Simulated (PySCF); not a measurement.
methanol (CH4O), singlet, at a GFN2-xTB geometry. Base run: PBE0/cc-pVDZ run with PySCF.

Here is a job for PySCF.
```python
from pyscf import gto, scf, dft

mol = gto.M(
    atom='''
C    -0.05774864    0.65750333    0.00623833
O    -0.03498085   -0.74857812   -0.00758921
H    -1.10610419    0.95010140    0.00407242
H     0.88017380   -1.04794998   -0.00613415
H     0.42182552    1.06188832    0.90433371
H     0.43044352    1.07956523   -0.87898825
''',
    basis='cc-pvdz',
    verbose=4,
)

mf = dft.RKS(mol)
mf.xc = 'pbe0'
mf.kernel()
```

Variants of this job, named by their change:

| change | ΔE vs base (mEh) | fitting functions | dipole (D) |
|---|---|---|---|
| base | 0.000 | - | 1.56 |
| auxbasis = autoaux | -0.011 | 322 | 1.56 |
| auxbasis = cc-pvdz-jkfit | -0.040 | 232 | 1.56 |
| auxbasis = def2-tzvp-ri | ___ | ___ | 1.56 |
| auxbasis = def2-universal-jkfit | -0.032 | 224 | 1.56 |
| auxbasis = def2-svp-ri | ___ | ___ | 1.56 |
| auxbasis = even-tempered beta=1.6 | 0.001 | 490 | 1.56 |
| auxbasis = cc-pvqz-jkfit | -0.013 | 416 | 1.56 |
| auxbasis = cc-pvtz-jkfit | -0.026 | 278 | 1.56 |
| auxbasis = even-tempered beta=3.0 | ___ | ___ | 1.56 |

Question: Complete the blanks.

Answer: 
- auxbasis = def2-tzvp-ri, ΔE vs base (mEh): -0.120
- auxbasis = def2-tzvp-ri, fitting functions: 212
- auxbasis = def2-svp-ri, ΔE vs base (mEh): -6.485
- auxbasis = def2-svp-ri, fitting functions: 152
- auxbasis = even-tempered beta=3.0, ΔE vs base (mEh): -0.240
- auxbasis = even-tempered beta=3.0, fitting functions: 231

A fitting set is made for a task (jfit for Coulomb, jkfit for Coulomb and exchange, ri for correlation) and for a family of orbital bases.
